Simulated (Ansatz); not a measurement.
`[AlH2][CH]1C[SiH2]1` + H₂ → `C1C[SiH2]1` + `[AlH3]` at 700 K and 1 bar (hydrogenolysis of a C–Al bond).

Calculated with Ansatz (gas phase, PBE0-D4/def2-TZVP geometries, no zero-point term in ΔE). CBS: MP2 limit from def2 TZ/QZ plus the TZ coupled-cluster correction, frozen cores. This one scheme is used for every species.

```
              species  CCSD(T)/CBS energy (Eh)  H − E (kJ/mol)  S (J/(mol·K))
`[AlH2][CH]1C[SiH2]1`               -611.35805           271.7          451.2
                   H₂                 -1.17544            46.8          155.3
         `C1C[SiH2]1`               -368.74760           239.2          354.1
             `[AlH3]`               -243.78045            80.2          251.4
```

H − E and S are ideal-gas, rigid-rotor, harmonic terms from PBE0-D4/def2-TZVP, for one conformer and one mirror image of each species. For small species the MP2-based limit differs from directly extrapolated CCSD(T) by up to some mEh (0.8 for H₂); such offsets cancel only in part. 1 Eh = 2625.50 kJ/mol, R = 8.31446 J/(mol·K).

Question: By hand: ΔE, ΔH, ΔS and ΔG.

Answer: ΔE = (-368.74760) + (-243.78045) − (-611.35805) − (-1.17544) = 0.00544 Eh = 14.3 kJ/mol. Δ(H − E) = 239.2 + 80.2 − 271.7 − 46.8 = 0.9, so ΔH = 15.2 kJ/mol. ΔS = 354.1 + 251.4 − 451.2 − 155.3 = -1.0 J/(mol·K). ΔG = 15.2 − 700 × (-1.0)/1000 = 15.9 kJ/mol.

Question: By hand: the equilibrium constant, and the temperature at which ΔG would vanish if ΔH and ΔS stayed fixed.

Answer: log₁₀ K = −ΔG/(RT ln 10) = -1.2. ΔH and −TΔS have one sign here, so there is no such temperature.

The number of gas molecules stays the same, so ΔS is small and ΔH decides. A doubt of 5 kJ/mol in ΔE shifts log₁₀ K by 0.4 here. Other conformers and mirror images would add mixing entropy, several J/(mol·K) or more a flexible species. These are equilibria of isolated gas molecules and say nothing of rates. Largest T1 diagnostic: 0.011 (customary marks: 0.02 for closed shells, 0.045 for open ones).

ΔS is within the doubt of such terms, so its sign, and with it that verdict, could turn.
